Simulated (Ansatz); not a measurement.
Relaxation of the cluster Li₆N₂⁻ with UKS PBE-D4/def2-TZVPD.

```sh
$ ansatz run in.yaml --threads 4 --pin off --events-out ev --progress --plain --max-ram 3916MiB
```

```yaml
crystal:
  periodic: [false, false, false]
  atoms:
    - {symbol: Li, position_ang: [1.427310, 2.515480, 0.690290]}
    - {symbol: Li, position_ang: [1.887750, 0.042640, 1.004080]}
    - {symbol: Li, position_ang: [1.383680, 0.943980, -1.298430]}
    - {symbol: Li, position_ang: [-0.764990, 1.952170, -0.456780]}
    - {symbol: Li, position_ang: [-0.432810, -0.742560, -0.186100]}
    - {symbol: Li, position_ang: [-0.276010, 1.036430, 1.845480]}
    - {symbol: N, position_ang: [-1.373810, -2.401200, -0.652390]}
    - {symbol: N, position_ang: [-1.851120, -3.346940, -0.946150]}
basis:
  gaussian: {orbitals: def2-TZVPD}
total_charge: -1
magnetization: {spin_polarized: true, initial_magnetization: 1}
hamiltonian: {xc: pbe, dispersion: d4}
scf: {lower_state_search: "off"}
output: {orbitals: {seedname: orbitals}}
relax: {f_tol: 0.02, max_steps: 100}
```

Run time 25 s (4 threads of Arm Neoverse V1 on a shared host).

Positions (Å) and forces (eV/Å) at steps 1, 2, 3, 4, 5, 7, 8, 9, 10, 11 of 11:

```xyz
8
step=1 energy=-4202.2769 eV
Li    1.427    2.515    0.690    0.439    0.784    0.212
Li    1.888    0.043    1.004    0.689   -0.696    0.386
Li    1.384    0.944   -1.298    0.411   -0.172   -0.956
Li   -0.765    1.952   -0.457   -0.850    0.422   -0.453
Li   -0.433   -0.743   -0.186   -0.171   -0.263   -0.069
Li   -0.276    1.036    1.845   -0.559   -0.098    0.886
N    -1.374   -2.401   -0.652    1.511    2.836    0.844
N    -1.851   -3.347   -0.946   -1.470   -2.814   -0.850
8
step=2 energy=-4202.9204 eV
Li    1.494    2.635    0.723    0.096    0.170    0.044
Li    2.023   -0.081    1.080    0.220   -0.215    0.125
Li    1.466    0.921   -1.477    0.137   -0.047   -0.303
Li   -0.921    2.041   -0.541   -0.268    0.137   -0.141
Li   -0.444   -0.762   -0.193   -0.017    0.002    0.003
Li   -0.377    1.028    2.018   -0.174   -0.023    0.287
N    -1.372   -2.409   -0.658    0.108    0.106    0.008
N    -1.870   -3.373   -0.951   -0.101   -0.130   -0.023
8
step=3 energy=-4203.0229 eV
Li    1.476    2.610    0.715    0.017    0.028    0.007
Li    2.093   -0.167    1.121    0.079   -0.072    0.045
Li    1.512    0.895   -1.589    0.051   -0.013   -0.107
Li   -1.023    2.072   -0.593   -0.093    0.049   -0.049
Li   -0.414   -0.721   -0.188    0.018    0.054    0.018
Li   -0.446    1.007    2.118   -0.061   -0.008    0.102
N    -1.341   -2.368   -0.652   -0.058   -0.157   -0.057
N    -1.857   -3.328   -0.933    0.046    0.118    0.042
8
step=4 energy=-4203.0464 eV
Li    1.438    2.546    0.699   -0.015   -0.028   -0.008
Li    2.157   -0.232    1.155    0.007   -0.002    0.004
Li    1.553    0.882   -1.678    0.006    0.002   -0.008
Li   -1.102    2.108   -0.636   -0.006    0.005   -0.002
Li   -0.373   -0.649   -0.172   -0.048   -0.076   -0.020
Li   -0.500    0.992    2.199   -0.004    0.002    0.009
N    -1.324   -2.346   -0.647    0.018    0.009   -0.003
N    -1.849   -3.301   -0.920    0.041    0.088    0.029
8
step=5 energy=-4203.0508 eV
Li    1.409    2.494    0.685   -0.009   -0.016   -0.004
Li    2.165   -0.257    1.161    0.000    0.001    0.000
Li    1.558    0.869   -1.704    0.000    0.001    0.001
Li   -1.127    2.104   -0.650    0.001    0.000    0.001
Li   -0.362   -0.632   -0.169    0.003    0.009    0.003
Li   -0.520    0.977    2.216    0.001    0.000   -0.001
N    -1.297   -2.301   -0.635    0.037    0.056    0.013
N    -1.826   -3.253   -0.904   -0.032   -0.052   -0.013
8
step=7 energy=-4203.0838 eV
Li    1.310    2.324    0.641    0.008    0.017    0.005
Li    2.218   -0.332    1.189   -0.034    0.025   -0.019
Li    1.591    0.846   -1.791   -0.022    0.002    0.043
Li   -1.211    2.117   -0.696    0.036   -0.023    0.019
Li   -0.304   -0.541   -0.151    0.011    0.005   -0.001
Li   -0.582    0.940    2.283    0.023    0.001   -0.042
N    -1.238   -2.203   -0.609   -0.119   -0.180   -0.042
N    -1.783   -3.152   -0.865    0.098    0.154    0.037
8
step=8 energy=-4203.0538 eV rejected
Li    1.374    2.435    0.670    0.026    0.045    0.012
Li    2.182   -0.280    1.169    0.099   -0.071    0.054
Li    1.568    0.862   -1.731    0.062   -0.003   -0.117
Li   -1.153    2.108   -0.664   -0.099    0.071   -0.055
Li   -0.342   -0.601   -0.163   -0.024   -0.043   -0.012
Li   -0.539    0.965    2.236   -0.063    0.003    0.118
N    -1.278   -2.269   -0.627   -0.013   -0.021   -0.005
N    -1.812   -3.220   -0.891    0.011    0.019    0.005
8
step=9 energy=-4203.0885 eV
Li    1.342    2.379    0.656    0.004    0.008    0.002
Li    2.208   -0.310    1.183   -0.011    0.007   -0.006
Li    1.585    0.855   -1.769   -0.008    0.000    0.013
Li   -1.188    2.119   -0.684    0.010   -0.008    0.005
Li   -0.322   -0.571   -0.158    0.004    0.001   -0.001
Li   -0.565    0.953    2.268    0.007   -0.001   -0.013
N    -1.259   -2.238   -0.619   -0.048   -0.071   -0.016
N    -1.799   -3.188   -0.878    0.041    0.064    0.015
8
step=10 energy=-4203.0885 eV
Li    1.359    2.409    0.664    0.012    0.024    0.009
Li    2.202   -0.300    1.179    0.049   -0.037    0.031
Li    1.581    0.859   -1.757    0.034   -0.002   -0.066
Li   -1.177    2.118   -0.679   -0.051    0.035   -0.024
Li   -0.332   -0.586   -0.161   -0.013   -0.022   -0.005
Li   -0.557    0.959    2.260   -0.030    0.001    0.054
N    -1.270   -2.255   -0.623   -0.007   -0.006    0.000
N    -1.807   -3.205   -0.884    0.006    0.006    0.001
8
step=11 energy=-4203.0890 eV
Li    1.357    2.407    0.663    0.001    0.000   -0.001
Li    2.205   -0.303    1.182   -0.004    0.002   -0.004
Li    1.583    0.859   -1.763   -0.004    0.000    0.007
Li   -1.181    2.120   -0.680    0.004   -0.003    0.000
Li   -0.331   -0.585   -0.160    0.005    0.003   -0.001
Li   -0.559    0.958    2.263    0.001   -0.001   -0.001
N    -1.269   -2.253   -0.622   -0.015   -0.019   -0.003
N    -1.806   -3.203   -0.884    0.012    0.017    0.004
```

The highest occupied level of the charge -1 doublet lies above zero (up to 0.31 eV). It is a level of α spin, whose loss leaves a singlet; that state wasn't run at this geometry and level. The electron is either unbound and held by the finite basis, or the level is raised by self-interaction error. The relaxation made no stability test and no search for a lower SCF solution. Another isomer (doublet) lies 0.55 eV lower at r2SCAN-D4/def2-TZVPD; other spin states weren't run for this one.
